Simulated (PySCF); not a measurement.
Cl₄Cr, SMILES [Cl][Cr-]([Cl])([Cl])[Cl] (connectivity only; charge and spin as stated), charge -1, multiplicity 4. Atoms are numbered in the order given.

```xyz
5

Cr     0.0000     0.0000     0.0000
Cl     1.1952     1.1952     1.4848
Cl     1.1952    -1.1952    -1.4848
Cl    -1.1952     1.1952    -1.4848
Cl    -1.1952    -1.1952     1.4848
```
Charge -1, spin multiplicity 4.

Geometry: B3LYP-D3(BJ)/def2-SVPD. The geometry has at least one imaginary mode, so it is a saddle point at that level. The multiplicity is an assumed one; other spin states were not compared.

All values below come from PBE/def2-SVPD (PySCF).

Gas-phase values at a fixed geometry.

Computed frontier levels, dipole moment and polarisability:
* **α spin, highest occupied and lowest empty level**: -1.33 and -0.80 eV
* **β spin, highest occupied and lowest empty level**: -3.17 and 0.50 eV
* **dipole moment about the centre of nuclear charge**: 0.00 D
* **mean static polarisability**: 116.2 bohr³ (17.22 Å³)
* **polarisability, principal values**: 111.7, 111.7, 125.2 bohr³
* **⟨S²⟩**: 3.809 (pure state 3.75)
